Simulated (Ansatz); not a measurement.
A nudged elastic band was laid between two geometries of Cl + ClF5Mo (8 atoms, charge 0, multiplicity 2).

These are results of UKS PBE/def2-SVP in Ansatz, not measurements.

```json
{
 "movable images": "7",
 "climbing image": "yes",
 "spring": "5.0 eV/Å²",
 "optimiser": "quadratic models (default)",
 "start path": "straight line",
 "force threshold": "0.03 eV/Å",
 "iteration limit": "15",
 "end points": "relaxed"
}
```

First end point:

```xyz
8
Properties=species:S:1:pos:R:3
Mo 0.000 -0.024 -0.056
F 0.000 -0.358 1.769
F 1.846 -0.062 -0.053
Cl 0.000 2.233 0.289
F -1.846 -0.062 -0.053
F 0.000 -1.856 -0.331
F 0.000 0.202 -1.888
Cl 0.000 0.466 4.392
```

Last end point:

```xyz
8
Properties=species:S:1:pos:R:3
Mo 0.217 0.012 0.041
F 0.405 -0.289 1.866
F 2.053 -0.054 -0.144
Cl 0.276 2.271 0.366
F -1.617 -0.009 0.221
F 0.171 -1.823 -0.201
F 0.044 0.225 -1.783
Cl -1.549 0.207 3.702
```

Question: What changes between the two ends?

Answer: No bond is made or broken.

Question: What energy profile does the band end with?

Answer: It converged. The highest image is number 0 of 0 to 8, 0.0 kcal/mol above the first end and 0.4 kcal/mol above the last; the last end lies 0.4 kcal/mol below the first. The highest image is an end point: on this band no image between the ends rises above it. Inner images lie up to 0.013 eV below the lower end, so the ends aren't the lowest states on this path.

```tsv
image	path coordinate (Å)	energy (kcal/mol)
0	0.00	0.0
1	0.06	0.0
2	0.43	-0.4
3	0.80	-0.7
4	1.17	-0.7
5	1.53	-0.6
6	1.90	-0.5
7	2.27	-0.4
8	2.64	-0.4
```

Time of the run: 19 min on 4 threads of Arm Neoverse V2, on a shared host, peak memory 0.46 GiB.
